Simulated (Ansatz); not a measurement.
Species: sum formula HSO, net charge 0, doublet state. It need not be the lowest isomer of its formula. 
Geometry from a B3LYP-D3(BJ)/def2-TZVP (Ansatz, a quantum-chemistry and plane-wave program) optimisation:
```xyz
3

O     -0.0524     0.0068    -1.0363
S     -0.0259    -0.0170     0.6033
H      0.8344     0.2184    -1.3626
```
Charge 0, spin multiplicity 2.

Wanted: vertical ionisation energy (to the triplet state of charge +1; each state is the SCF solution reached for its spin), in eV. Valence correlation only, unless marked. Open shells are spin-unrestricted. No spin-orbit coupling. No relativistic terms. Basis-set limits of correlation are two-point, X^-3; Hartree-Fock from the larger set.

```csv
level,program,vertical ionisation energy (eV)
HF/aug-cc-pV(D+d)Z,Ansatz,8.77
HF/def2-TZVPPD,Ansatz,8.73
MP2/aug-cc-pV(D+d)Z,Ansatz,9.38
MP2/aug-cc-pV(T+d)Z,Ansatz,9.56
```

### Question
What does CCSD(T)/CBS(def2-TZVPPD,def2-QZVPPD) (Ansatz) give?

### Answer
9.73 eV, so MP2/aug-cc-pV(T+d)Z differs from it by -0.17 eV.
